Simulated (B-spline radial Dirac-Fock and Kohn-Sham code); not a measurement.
## Satellites and hypersatellites of the K lines of Se³⁺

System: selenium as Se³⁺, [Ar] 3d10 4s2 4p1, inside a Watson sphere of charge -3 and radius 3 Å (a model of the Madelung potential; inside it an electron's potential energy is raised by 14.4 eV).

These are calculated numbers from a radial B-spline solver; the model is multi-electron Dirac-Fock with separately optimised hole states, Breit and Lamb-shift corrections added in first order. Each two-hole energy is an average over J within one jj subconfiguration, not an observable level; in light atoms, where LS coupling holds, the j-resolved values are not observed lines, and for a K spectator the Kα1 hypersatellite is nearly forbidden. The model has no electron correlation.

Lines without a spectator: Kα2 (K-L2) 11181.2 eV, Kα1 (K-L3) 11222.2 eV, Kβ3 (K-M2) 12488.0 eV, Kβ1 (K-M3) 12493.9 eV. Shifts in eV with one spectator hole (a dash: not computed, or left out as unreliable):

| spectator hole | Kα2 | Kα1 | Kβ3 | Kβ1 |
| --- | --- | --- | --- | --- |
| K (1s) | +366.5 | +371.6 | +460.5 | +461.4 |
| L2 (2p1/2) | +36.4 | +44.8 | – | +98.0 |
| L3 (2p3/2) | +39.7 | +38.5 | +92.6 | – |
| M2 (3p1/2) | – | +3.72 | +8.33 | +10.69 |
| M3 (3p3/2) | +3.19 | – | +9.78 | +9.25 |
| M4 (3d3/2) | -0.06 | -1.35 | – | – |
| M5 (3d5/2) | -1.49 | -0.64 | – | – |
